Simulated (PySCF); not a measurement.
**S³⁺ (sulfur, charge +3): M06-L calculation**

Configuration: [Ne] 3s2 3p1, 2P determinant. Computed with PySCF 2.14 in def2-TZVP, with no relativity, point nucleus.

- Total energy: -395.5871 hartree
- One-electron energy: -526.7197 hartree
- Hartree (Coulomb) energy: 155.6285 hartree
- Exchange-correlation energy: -24.4959 hartree
- Kinetic energy: 394.84532 hartree
- ⟨S²⟩: 0.7544
- ⟨L²⟩: 2.014
- Sum of ⟨r⟩: 8.499 bohr
- Sum of ⟨r²⟩: 10.47 bohr²
- Traceless quadrupole moment −½Σ⟨3z² − r²⟩ along its main axis: -1.27 e·bohr²
- Density at the nucleus (Gaussians lack the cusp): 2580 bohr⁻³
- Spin density at the nucleus: 0.184 bohr⁻³
- Langevin diamagnetic susceptibility: -8.29 ×10⁻⁶ cm³/mol
- Time after the integrals: 0.2 s of wall time on 1 thread of Intel(R) Xeon(R) Platinum 8559C (shared host)

| shell | electrons | mean orbital energy (hartree) | spread (hartree) | rms radius, mean of both spins (bohr) |
| --- | --- | --- | --- | --- |
| 1s α | 1 | -90.19060 | 0 | 0.113 |
| 1s β | 1 | -90.18053 | 0 | 0.113 |
| 2s α | 1 | -9.48334 | 0 | 0.520 |
| 2s β | 1 | -9.47799 | 0 | 0.520 |
| 2p α | 3 | -7.39905 | 0.01706 | 0.492 |
| 2p β | 3 | -7.38823 | 0.03163 | 0.492 |
| 3s α | 1 | -1.94872 | 0 | 1.63 |
| 3s β | 1 | -1.88393 | 0 | 1.63 |
| 3p α | 1 | -1.51773 | 0 | 1.78 |
